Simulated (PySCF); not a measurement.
## Basis-set dependence of population analyses: `FC(F)[SiH](P)P`

Species: CH6F2P2Si.
Geometry (PBE0-D3(BJ)/def2-SVP, Å), atoms numbered from 1 in this order:
```
atom  x, y, z in Å
F1     2.4680   -0.3379    0.9885
C2     1.6599    0.5531    0.3611
F3     1.1361    1.3841    1.3063
Si4    0.2165   -0.3627   -0.5316
P5    -1.1064    1.2678   -1.3805
P6    -0.6226   -1.8007    0.9991
H7     2.2859    1.1673   -0.3131
H8     0.7973   -1.1314   -1.6734
H9    -1.7410    1.5253   -0.1273
H10   -2.1093    0.3453   -1.8116
H11   -1.8832   -1.9059    0.3322
H12   -1.0581   -0.7311    1.8421
```

PBE0 throughout (PySCF), one geometry, spherical d and f functions. Isolated species at its PBE0-D3(BJ)/def2-SVP geometry (one conformer only). Atoms taken as equivalent share a column and are averaged.

Mulliken charges (e):

| basis | functions | F1/F3 | C2 | Si4 | P5/P6 | H7 | H8 | H9/H10/H11/H12 |
| --- | --- | --- | --- | --- | --- | --- | --- | --- |
| STO-3G | 48 | -0.122 | -0.010 | +0.329 | +0.153 | +0.059 | -0.114 | -0.081 |
| 6-31G | 78 | -0.305 | +0.170 | +0.406 | -0.070 | +0.194 | -0.057 | +0.009 |
| pcSseg-0 | 78 | -0.351 | +0.065 | +0.503 | -0.302 | +0.255 | +0.047 | +0.109 |
| 6-31G* | 108 | -0.314 | +0.320 | +0.301 | -0.163 | +0.165 | -0.031 | +0.050 |
| cc-pVDZ | 126 | -0.209 | +0.261 | +0.152 | -0.108 | +0.049 | -0.006 | +0.044 |
| def2-SVP | 126 | -0.239 | +0.268 | +0.237 | -0.089 | +0.056 | -0.019 | +0.029 |
| aug-cc-pVDZ | 204 | -0.423 | +0.966 | +0.206 | -1.048 | -0.379 | +0.356 | +0.449 |
| 6-311+G(2d,p) | 222 | -0.239 | +0.090 | +0.329 | -0.221 | +0.158 | -0.022 | +0.091 |
| def2-TZVP | 240 | -0.194 | +0.203 | +0.159 | -0.223 | +0.089 | +0.004 | +0.095 |
| cc-pVTZ | 276 | -0.194 | +0.243 | +0.183 | -0.128 | +0.047 | -0.017 | +0.047 |
| IGLO-III | 297 | -0.232 | +0.167 | +0.544 | -0.049 | +0.126 | -0.139 | -0.034 |
| pcSseg-2 | 321 | -0.263 | +0.320 | +0.229 | -0.003 | +0.052 | -0.053 | -0.004 |

IAO charges (e):

| basis | functions | F1/F3 | C2 | Si4 | P5/P6 | H7 | H8 | H9/H10/H11/H12 |
| --- | --- | --- | --- | --- | --- | --- | --- | --- |
| STO-3G | 48 | -0.148 | -0.044 | +0.431 | +0.061 | +0.099 | -0.106 | -0.052 |
| 6-31G | 78 | -0.278 | +0.160 | +0.406 | -0.102 | +0.160 | -0.051 | +0.021 |
| pcSseg-0 | 78 | -0.270 | +0.156 | +0.379 | -0.122 | +0.157 | -0.040 | +0.033 |
| 6-31G* | 108 | -0.293 | +0.200 | +0.498 | -0.078 | +0.138 | -0.093 | 0.000 |
| cc-pVDZ | 126 | -0.294 | +0.200 | +0.499 | -0.089 | +0.140 | -0.094 | +0.006 |
| def2-SVP | 126 | -0.294 | +0.199 | +0.503 | -0.082 | +0.138 | -0.097 | +0.002 |
| aug-cc-pVDZ | 204 | -0.305 | +0.204 | +0.507 | -0.097 | +0.148 | -0.092 | +0.009 |
| 6-311+G(2d,p) | 222 | -0.306 | +0.196 | +0.523 | -0.084 | +0.149 | -0.099 | +0.003 |
| def2-TZVP | 240 | -0.306 | +0.201 | +0.530 | -0.085 | +0.146 | -0.102 | +0.002 |
| cc-pVTZ | 276 | -0.304 | +0.202 | +0.523 | -0.092 | +0.145 | -0.099 | +0.005 |
| IGLO-III | 297 | -0.307 | +0.197 | +0.527 | -0.083 | +0.148 | -0.102 | +0.002 |
| pcSseg-2 | 321 | -0.307 | +0.201 | +0.522 | -0.083 | +0.147 | -0.100 | +0.002 |

Some averages cover members that differ in this geometry, most widely: H9/H10/H11/H12, Mulliken in aug-cc-pVDZ +0.399 to +0.488; P5/P6, Mulliken in 6-31G -0.084 to -0.055; P5/P6, Mulliken in pcSseg-0 -0.317 to -0.288; P5/P6, Mulliken in pcSseg-2 -0.017 to +0.010 e.

Question: Which scheme is steadiest as the basis changes?

Answer: Largest range over the bases for any column: IAO 0.25 e, Mulliken 1.20 e. IAO charges move least and Mulliken charges most, counted in e. Without the minimal STO-3G basis the ranges are IAO 0.15, Mulliken 1.04 e.

Question: How much do the charges still move between the two largest bases, IGLO-III and pcSseg-2?

Answer: At most, over all atoms: Mulliken 0.315 e, IAO 0.005 e.

Question: What do the same runs give for the total energy, the frontier levels and the dipole moment?

Answer: 
```tsv
basis	energy (Eh)	HOMO (eV)	LUMO (eV)	μ (D)
STO-3G	-1198.5817	-4.12	4.48	1.50
6-31G	-1212.7583	-7.22	-0.41	2.31
pcSseg-0	-1211.2434	-7.43	-0.61	2.48
6-31G*	-1212.9084	-7.20	-0.31	1.74
cc-pVDZ	-1212.9884	-7.19	-0.21	1.76
def2-SVP	-1212.4893	-7.25	-0.21	1.89
aug-cc-pVDZ	-1213.0175	-7.27	-0.55	1.88
6-311+G(2d,p)	-1213.0895	-7.30	-0.60	1.94
def2-TZVP	-1213.1170	-7.27	-0.48	1.84
cc-pVTZ	-1213.1130	-7.26	-0.41	1.77
IGLO-III	-1213.1184	-7.25	-0.35	1.88
pcSseg-2	-1213.1337	-7.31	-0.58	1.95
```

The dipole is fixed by the density alone, so its range of 0.98 D shows that the density itself changes with the basis, not only its division among atoms.
